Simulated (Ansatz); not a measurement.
Job for Ansatz (a program for electronic structure): U-CCSD(T)/cc-pVTZ on GeH4 (SMILES [GeH4]), a point of a bond scan (R = 1.229 Å). The run froze 14 orbitals, filled d shells among them.

Ansatz 0.2 input:
```yaml
crystal:
  periodic: [false, false, false]
  atoms:
    - {symbol: Ge, position_ang: [-0.00000000, 0.00000000, 0.00000000]}
    - {symbol: H, position_ang: [-0.49272610, -0.70569286, -0.87683879]}
    - {symbol: H, position_ang: [0.57332193, -0.89073123, 1.11206704]}
    - {symbol: H, position_ang: [-1.08236259, 0.91830644, 0.58651322]}
    - {symbol: H, position_ang: [1.12494829, 0.85454086, -0.60253176]}
basis:
  gaussian:
    orbitals: cc-pVTZ
correlation: {method: ccsd_t, electrons: outside_noble_gas}
scf: {omitted_lower_state_checks: [cluster_reference]}
magnetization: {spin_polarized: true, initial_magnetization: 0}
```

It printed:

```
WARN ansatz: RAYON_NUM_THREADS=2 ignored (pool sized by the plan → 2); use --threads N
Functional definition: HF
these checks for a lower state are left out or cut short: cluster_reference
integrals: 0.17 GiB planned
573 factors; integrals over basis functions are off by at most 1.3e-3 eV
mean field: 0.23 GiB planned
mean field evaluation 1: about -56535.6839 eV, gradient 7.2e0 eV
mean field evaluation 2: about -56535.6872 eV, gradient 7.2e0 eV
mean field evaluation 4: about -56536.2338 eV, gradient 8.1e-1 eV
mean field evaluation 8: about -56536.2367 eV, gradient 1.5e-4 eV
mean field -56536.23672054 eV, -2077.6683778423 hartree, gradient 1.1e-6 eV, S^2 0.000000; 0 other end points of the search recorded, 0 dependent functions left out
14 core orbitals not correlated
reference -56536.23672054 eV, -2077.6683778423 hartree; 4, 4 occupied and 81, 81 virtual orbitals, 573 factors
second order -3.77233000 eV of doubles, -0.00000000 eV of singles
coupled cluster: 0.35 GiB planned
cycle   1  -4.32451713 eV  change   -5.5e-1 eV  update   5.2e-2
cycle   2  -4.52149695 eV  change   -2.0e-1 eV  update   1.8e-2
cycle   3  -4.52838323 eV  change   -6.9e-3 eV  update   4.0e-3
cycle   4  -4.52744926 eV  change    9.3e-4 eV  update   1.2e-3
cycle   5  -4.52690611 eV  change    5.4e-4 eV  update   3.4e-4
cycle   6  -4.52687387 eV  change    3.2e-5 eV  update   5.6e-5
cycle   7  -4.52688806 eV  change   -1.4e-5 eV  update   1.4e-5
cycle   8  -4.52688831 eV  change   -2.5e-7 eV  update   3.4e-6
perturbative correction -0.09534902 eV, -0.0035040118 hartree
Total energy: -56540.85895787 eV, -2077.8382419312 hartree
Checks for a lower state left out: cluster_reference
```

Self-consistency was reached.

Cost: about 4 core-seconds (a rough figure).
